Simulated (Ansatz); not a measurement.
CClF, SMILES `F[C]Cl` (lower singlet) (charge 0, multiplicity 1). This singlet lies 1.58 eV below the relaxed triplet at the level composite: frozen-core CCSD(T) with HF/cc-pVQZ and the correlation energy extrapolated as X^-3 from cc-pVTZ and cc-pVQZ, plus CCSDT(Q) minus CCSD(T) in cc-pVDZ // PBE0-D3(BJ)/def2-TZVP (Ansatz, an electronic-structure program).

All values below come from HSE06/cc-pVTZ // PBE0-D3(BJ)/def2-TZVP (Ansatz).

Ansatz 0.2 input:
```yaml
crystal:
  periodic: [false, false, false]
  atoms:
    - { symbol: F, position_ang: [-1.115311, -0.345241, 0.000005] }
    - { symbol: C, position_ang: [-0.211623, 0.576881, 0.0] }
    - { symbol: Cl, position_ang: [1.326934, -0.23164, -0.000004] }
basis:
  gaussian: { orbitals: cc-pVTZ }
hamiltonian:
  xc: hse06
```

Output:

```
Functional definition: HSE06
618 factors; their error is unknown
41 factors; integrals over basis functions are off by at most 9.6e-7 eV
mean field evaluation 1: about -16266.6921 eV, gradient 1.8e1 eV
mean field evaluation 2: about -16266.3730 eV, gradient 2.3e1 eV
mean field evaluation 4: about -16267.1506 eV, gradient 6.5e-1 eV
mean field evaluation 8: about -16267.2245 eV, gradient 3.0e-1 eV
mean field evaluation 16: about -16267.2246 eV, gradient 2.7e-5 eV
mean field -16267.22458506 eV, -597.8094771802 hartree, gradient 2.7e-5 eV, S^2 0.000000; 0 other end points of the search recorded, 0 dependent functions left out
reference -16267.22460846 eV, -597.8094780399 hartree; 16, 16 occupied and 78, 78 virtual orbitals, 618 factors
Total energy: -16267.22460846 eV, -597.8094780399 hartree
```
